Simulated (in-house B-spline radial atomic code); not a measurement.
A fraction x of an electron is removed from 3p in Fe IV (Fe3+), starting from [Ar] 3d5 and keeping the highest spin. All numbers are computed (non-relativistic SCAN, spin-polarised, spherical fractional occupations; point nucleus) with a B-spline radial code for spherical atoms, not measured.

| x | E(x) - E(0) (eV) | 3p down level (eV) |
| --- | --- | --- |
| 0 | 0.0000 | -93.338 |
| 0.07 | 6.5805 | -94.678 |
| 0.18 | 17.1116 | -96.799 |
| 0.27 | 25.9021 | -98.548 |
| 0.4 | ? | ? |
| 0.5 | 49.0864 | -103.067 |
| 0.61 | ? | ? |
| 0.64 | 63.7104 | -105.851 |
| 0.83 | 84.1836 | -109.663 |
| 0.89 | 90.7998 | -110.876 |
| 1 | 103.1187 | -113.107 |

Question: What belongs in the row x = 0.4?

Answer: An energy change of 38.8785 eV; 3p down at -101.093 eV.

Question: What belongs in the row x = 0.61?

Answer: An energy change of 60.5439 eV; 3p down at -105.253 eV.

Question: Check Janak's theorem between x = 0.07 and 0.18.

Answer: The slope of the energy is 95.74 eV; the orbital levels give 95.74 eV (-ε of the emptying orbital, averaged over the two points).
